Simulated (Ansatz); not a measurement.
Start from `[CH3][Al]([CH3])[SnH3]` and change one atom or group to get `[CH3][AlH][SnH3]`.

Ansatz, PBE0-D4/def2-TZVP geometries, multiplicity 1. 

Elements past krypton have def2 core potentials.

| property | `[CH3][Al]([CH3])[SnH3]` |
| --- | --- |
| LUMO energy (PBE0/def2-TZVPP) / eV | -1.53 |
| HOMO–LUMO gap (B3LYP/def2-TZVPP) / eV | 5.07 |
| size of the dipole moment (ωB97M-V/def2-TZVPP) / D | 2.12 |
| HOMO–LUMO gap (PBE/def2-TZVPP) / eV | 3.70 |
| LUMO energy (B3LYP/def2-TZVPP) / eV | -1.72 |
| LUMO energy (PBE/def2-TZVPP) / eV | -2.26 |

Q: What does the change do to each property? (Best estimate.)

A: Computed: 
```json
{"property": "LUMO energy (PBE0/def2-TZVPP) / eV", "`[CH3][AlH][SnH3]`": "-1.87", "shift": "-0.34"}
{"property": "HOMO–LUMO gap (B3LYP/def2-TZVPP) / eV", "`[CH3][AlH][SnH3]`": "4.94", "shift": "-0.13"}
{"property": "size of the dipole moment (ωB97M-V/def2-TZVPP) / D", "`[CH3][AlH][SnH3]`": "1.66", "shift": "-0.46"}
{"property": "HOMO–LUMO gap (PBE/def2-TZVPP) / eV", "`[CH3][AlH][SnH3]`": "3.56", "shift": "-0.14"}
{"property": "LUMO energy (B3LYP/def2-TZVPP) / eV", "`[CH3][AlH][SnH3]`": "-2.06", "shift": "-0.34"}
{"property": "LUMO energy (PBE/def2-TZVPP) / eV", "`[CH3][AlH][SnH3]`": "-2.60", "shift": "-0.34"}
```

With PBE0 the HOMO falls by 0.21 eV and the LUMO falls by 0.34 eV, so the gap narrows by about 0.13 eV. PBE moves the HOMO by -0.21 eV and ωB97M-V by -0.21 eV. Dipoles are sizes alone; their direction can turn.

B3LYP here is the variant with VWN-RPA as its local correlation; programs differ in this.
